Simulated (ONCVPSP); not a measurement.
## Configuration tests for Ge (ONCV)

Ge (Z = 32), optimised norm-conserving Vanderbilt (ONCV), made with ONCVPSP 4.0.1 (PBEsol, scalar-relativistic). Core [Ne], reference 3s2 3p6 3d10 4s2 4p2. Waves: 3s+4s: rc 1.25 bohr, ncon 4, nbas 7, qcut 12.4 1/bohr, 2 projectors; 3p+4p: rc 1.25 bohr, ncon 3, nbas 7, qcut 9.9 1/bohr, 2 projectors; 3d: rc 1.35 bohr, ncon 4, nbas 8, qcut 12.5 1/bohr, 3 projectors, debl 2.4 Ha. Local part: polynomial inside 1.20 bohr (lpopt 4, dvloc0 2 Ha). Core correction: Teter function, fcfact 5.5, rcfact 1.1.

Energies are relative to the spin-unpolarised reference configuration 3s2 3p6 3d10 4s2 4p2; without spin polarisation the order of configurations can differ from experiment. Not all tests gave a result: 1 of 4 tests not solved or not reliable.

```csv
valence configuration,charge,ΔE all-electron (eV),error AE − PS (meV)
3s2 3p6 3d10 4s2 4p1,+1,7.453,-0.7
3s2 3p6 3d10 4s2 4p0,+2,22.902,-2.3
3s2 3p6 3d10 4s1 4p0,+3,57.691,-7.6
```
